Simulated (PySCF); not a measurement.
# Tellurium: a sound run and one with changed settings

Sound run: Te [Kr] 4d10 5s2 5p4, Te⁺ [Kr] 4d10 5s2 5p3. Calculation: PySCF 2.14, in cc-pVDZ-PP with ECP28MDF (4s3p2d, 23 functions); scalar relativity through the core potential. In the sound run the correlated levels freeze 4s2 4p6 4d10 outside the core potential. The sound run starts from symmetry-adapted Hartree-Fock orbitals and uses a fine grid where one is needed.

Changed run: initial guess minao, at most 50 SCF cycles.

```json
{"species": "Te", "method": "UHF", "sound run (hartree)": "-266.99733", "changed run (hartree)": "-266.99733", "converged": "yes"}
{"species": "Te", "method": "BP86", "sound run (hartree)": "-268.10219", "changed run (hartree)": "-268.10219", "converged": "yes"}
{"species": "Te", "method": "CCSD(T)", "sound run (hartree)": "-267.07202", "changed run (hartree)": "-267.07202", "converged": "yes"}
{"species": "Te⁺", "method": "r2SCAN", "sound run (hartree)": "-267.75915", "changed run (hartree)": "-267.75915", "converged": "yes"}
{"species": "Te⁺", "method": "MP2", "sound run (hartree)": "-266.76144", "changed run (hartree)": "-266.76144", "converged": "yes"}
```

Here the plain start reaches the same solutions.
